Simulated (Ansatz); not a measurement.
Gas-phase electronic energies from Ansatz, PBE0-D4/def2-TZVP geometries. CCSD(T)/CBS adds triple-zeta CCSD(T) − MP2 to the extrapolated MP2 energy (def2 sets, frozen cores). DFT in def2-TZVPP. Each species was taken in one conformer, which may not be the lowest.

`C#CCC[SiH3]` → `CC#CC[SiH3]`  (isomerisation)

`C#CCC[SiH3]`:

```xyz
13

C     1.524   -0.433    2.730
C     0.779   -0.515    1.793
C    -0.108   -0.586    0.643
C     0.190    0.494   -0.404
Si   -0.947    0.418   -1.898
H     2.182   -0.367    3.564
H    -0.022   -1.580    0.191
H    -1.144   -0.499    0.989
H     0.105    1.484    0.054
H     1.226    0.403   -0.744
H    -0.598    1.489   -2.868
H    -0.823   -0.902   -2.573
H    -2.364    0.594   -1.477
```

`CC#CC[SiH3]`:

```xyz
13

C     1.134   -2.540    0.082
C     0.360   -1.328    0.270
C    -0.291   -0.330    0.437
C    -1.035    0.902    0.587
Si   -0.411    2.206   -0.630
H     0.486   -3.384   -0.169
H     1.682   -2.800    0.992
H     1.861   -2.424   -0.725
H    -2.104    0.739    0.410
H    -0.940    1.297    1.604
H    -0.579    1.715   -2.022
H     1.025    2.485   -0.375
H    -1.189    3.464   -0.461
```

| level | ΔE (kJ/mol) | difference from CCSD(T)/CBS |
| --- | --- | --- |
| PBE-D4 | -35.1 | -9.9 |
| PBE0-D4 | -34.6 | -9.4 |
| ωB97X-V | -29.0 | -3.8 |
| ωB97M-V | -28.2 | -3.0 |
| B2PLYP | -31.5 | -6.3 |
| r2SCAN | -34.2 | -9.0 |
| CCSD/def2-TZVPP | -26.0 | -0.8 |
| MP2/def2-QZVPP | -28.1 | -2.9 |
| SCS-MP2/def2-QZVPP | -27.0 | -1.8 |
| HF/CBS(def2) | -31.1 | -5.9 |
| CCSD(T)/CBS | -25.2 | 0 |

Largest T1 diagnostic among the species: 0.011.
